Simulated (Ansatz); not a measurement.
Geometry optimisation, RKS B3LYP/def2-mTZVP (Ansatz).

Input file:

```yaml
crystal:
  periodic: [false, false, false]
  atoms:
    - { symbol: B, position_ang: [-1.0982, 1.429, 0.4806] }
    - { symbol: Si, position_ang: [-0.0236, 0.014, -0.1444] }
    - { symbol: C, position_ang: [1.6682, 0.2327, 0.5342] }
    - { symbol: C, position_ang: [-0.6526, -1.5964, 0.4436] }
    - { symbol: "N", position_ang: [0.0546, 0.0123, -1.9494] }
    - { symbol: H, position_ang: [-2.1109, 1.2606, 1.1098] }
    - { symbol: H, position_ang: [-0.8392, 2.5908, 0.2022] }
    - { symbol: H, position_ang: [2.1611, 1.2132, 0.1923] }
    - { symbol: H, position_ang: [1.6619, 0.2422, 1.6987] }
    - { symbol: H, position_ang: [2.3474, -0.6003, 0.2223] }
    - { symbol: H, position_ang: [-1.7598, -1.7358, 0.0591] }
    - { symbol: H, position_ang: [-0.7489, -1.6033, 1.5727] }
    - { symbol: H, position_ang: [-0.1302, -2.4125, 0.0826] }
    - { symbol: H, position_ang: [0.3803, 0.9708, -2.2029] }
    - { symbol: H, position_ang: [-0.9321, -0.068, -2.2721] }
basis:
  gaussian: { orbitals: def2-mTZVP }
hamiltonian:
  xc: b3lyp
relax:
  f_tol: 0.015
  max_steps: 40
```

Launched with:

```bash
$ ansatz run input.yaml --threads 2 --pin off --max-ram 3072MiB --backend cpu --events-out ev --progress --plain --runs-dir out
```

Problem. Where does it end, and by what steps?

Solution. It converged. The force dipped under the threshold on the way, but the program's further checks kept it going. After 19 steps the energy has fallen by 0.758 eV; H6 moved furthest, 0.66 Å.

| step | energy less start (eV) | largest force component (eV/Å) | accepted |
| --- | --- | --- | --- |
| 0 | 0.0000 | 3.908 | yes |
| 1 | -0.5848 | 1.516 | yes |
| 2 | -0.6653 | 0.801 | yes |
| 3 | -0.7224 | 0.186 | yes |
| 4 | -0.7292 | 0.295 | yes |
| 5 | -0.7382 | 0.217 | yes |
| 6 | -0.7445 | 0.190 | yes |
| 7 | -0.7479 | 0.113 | yes |
| 8 | -0.7508 | 0.118 | yes |
| 9 | -0.7510 | 0.309 | yes |
| 10 | -0.7561 | 0.084 | yes |
| 11 | -0.7561 | 0.089 | yes |
| 12 | -0.7549 | 0.125 | no |
| 13 | -0.7581 | 0.027 | yes |
| 14 | -0.7584 | 0.005 | yes |
| 15 | -0.7584 | 0.028 | yes |
| 16 | -0.7583 | 0.049 | no |
| 17 | -0.7584 | 0.042 | yes |
| 18 | -0.7584 | 0.030 | no |
| 19 | -0.7585 | 0.002 | yes |

```xyz
15
Properties=species:S:1:pos:R:3
B -1.213 1.577 0.500
Si -0.031 0.035 -0.002
C 1.771 0.219 0.519
C -0.696 -1.660 0.485
N -0.075 0.126 -1.765
H -2.400 1.463 0.549
H -0.790 2.691 0.575
H 2.193 1.170 0.183
H 1.875 0.190 1.607
H 2.386 -0.584 0.106
H -1.719 -1.808 0.130
H -0.714 -1.782 1.571
H -0.079 -2.461 0.070
H 0.393 0.888 -2.240
H -0.925 -0.114 -2.258
```

Whether the end is a true minimum wasn't checked by a vibrational analysis.

Run time: 78 s on 2 threads of Intel(R) Xeon(R) Platinum 8488C (Sapphire Rapids), with other jobs on the host, peak memory 0.33 GiB.
